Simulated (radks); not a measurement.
Excited configurations of Mn: one electron is placed in a higher orbital outside [Ar] 3d5 4s1. The ground configuration is [Ar] 3d5 4s2. All-electron calculation, Dirac Kohn-Sham, PBE, spin-unpolarised, spherical densities, point nucleus; open shells fill j = l - 1/2 first. Program: a radial shooting solver on a logarithmic mesh with Libxc functionals. Excitation = E - E(ground); binding = E(ion) - E, where the ion is the core of charge +1; n* = 1/sqrt(2 binding) in atomic units, and the quantum defect is n - n*.

\begin{tabular}{lrrrrrr}
outer orbital & excitation (eV) & binding (eV) & n* & quantum defect & eigenvalue (eV) & <r> (bohr) \\ \hline
4p1/2 & 3.824 & 4.588 & 1.722 & 2.278 & -2.133 & 4.223 \\
4d3/2 & 6.768 & 1.644 & 2.877 & 1.123 & -0.712 & 9.790 \\
4f5/2 & 7.498 & 0.913 & 3.860 & 0.140 & -0.433 & 17.27 \\
5s1/2 & 5.859 & 2.552 & 2.309 & 2.691 & -1.491 & 8.418 \\
5f5/2 & 7.780 & 0.632 & 4.640 & 0.360 & -0.366 & 29.24 \\
6s1/2 & 7.066 & 1.346 & 3.179 & 2.821 & -0.825 & 16.33 \\
6p1/2 & 7.352 & 1.060 & 3.583 & 2.417 & -0.650 & 19.88 \\
7s1/2 & 7.578 & 0.834 & 4.038 & 2.962 & -0.538 & 26.72 \\
7p1/2 & 7.720 & 0.692 & 4.434 & 2.566 & -0.445 & 31.58 \\
7d3/2 & 7.923 & 0.489 & 5.274 & 1.726 & -0.318 & 43.84 \\
7f5/2 & 8.066 & 0.346 & 6.275 & 0.725 & -0.228 & 61.73 \\
\end{tabular}

The Delta-SCF ionisation energy is 8.412 eV (NIST Atomic Spectra Database: 7.434 eV, measured). Self-interaction in the functional shifts the binding energies and quantum defects, so they are the method's values and not measured ones. Spin polarisation and multiplet splitting are left out, so open shells lie too high by an amount that depends on their filling.

Beside tabulated values, note that spin-unpolarised runs miss the spin-polarisation part of the exchange energy of open shells.
